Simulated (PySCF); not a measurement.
Breaking a bond: KF, singlet.

- RHF/def2-SVP (PySCF)
- RKS-M06-2X = restricted M06-2X/def2-SVP (PySCF)
- UMP2 = MP2 on UHF/def2-SVP, 6 core orbitals frozen (PySCF)
- UCCSD(T) = CCSD(T) on UHF/def2-SVP, 6 core orbitals frozen (PySCF 2.14.0)

Energies are in kcal/mol, each relative to the lowest point of its own curve near equilibrium.

| R / Å | RHF | RKS-M06-2X | UMP2 | UCCSD(T) |
|---|---|---|---|---|
| 1.64 | 88.8 | 79.6 | 85.7 | 86.1 |
| 1.75 | 46.0 | 39.8 | 44.1 | 44.4 |
| 1.84 | 24.4 | 20.2 | 23.2 | 23.3 |
| 1.98 | 6.5 | [?] | 5.9 | 6.0 |
| 2.06 | [?] | 1.0 | 1.7 | 1.7 |
| 2.15 | [?] | 0.0 | 0.0 | 0.0 |
| 2.19 | 0.0 | [?] | 0.0 | 0.0 |
| 2.25 | 0.6 | 1.4 | 0.8 | 0.7 |
| 2.32 | 2.1 | [?] | 2.4 | 2.3 |
| 2.43 | 5.6 | [?] | 6.0 | 5.9 |
| 2.51 | 8.7 | 11.2 | 9.2 | 9.1 |
| 2.71 | 17.2 | 20.6 | 18.0 | 17.8 |
| 2.97 | 28.5 | 32.6 | 29.6 | 29.2 |
| 3.29 | 41.2 | 45.8 | 42.8 | 42.2 |
| 3.57 | 51.1 | 55.9 | 53.4 | 52.6 |
| 3.95 | 63.2 | 67.8 | 66.4 | 65.2 |
| 4.34 | 73.9 | 78.2 | — | — |
| 4.83 | 84.8 | 88.3 | — | — |
| 5.30 | 92.7 | 95.5 | — | — |
| 5.88 | 100.1 | 102.1 | — | — |
| 6.64 | 107.2 | 108.0 | — | — |
| 7.66 | 114.2 | 113.2 | — | — |
| 8.73 | 119.7 | 116.9 | — | — |

Task: Some entries are withheld; supply them.

Result: 
- 1.98, RKS-M06-2X: 4.6
- 2.06, RHF: 2.0
- 2.15, RHF: 0.1
- 2.19, RKS-M06-2X: 0.3
- 2.32, RKS-M06-2X: 3.5
- 2.43, RKS-M06-2X: 7.7

Dashes: no converged value, or the column stops at the first point that the program doubted or that broke a chosen test of continuity, which isn't proof of a fault.

The restricted form behind RHF, RKS-M06-2X keeps the bonding electrons paired and can't separate into open-shell fragments. At the longest distance RKS-M06-2X leaves fractional charges on the fragments, a sign of delocalisation error or of the restricted form. The unrestricted determinant behind UMP2, UCCSD(T) is spin-contaminated at 4.34 to 8.73 Å (<S²> up to 1.0, against 0.00 for a pure singlet).
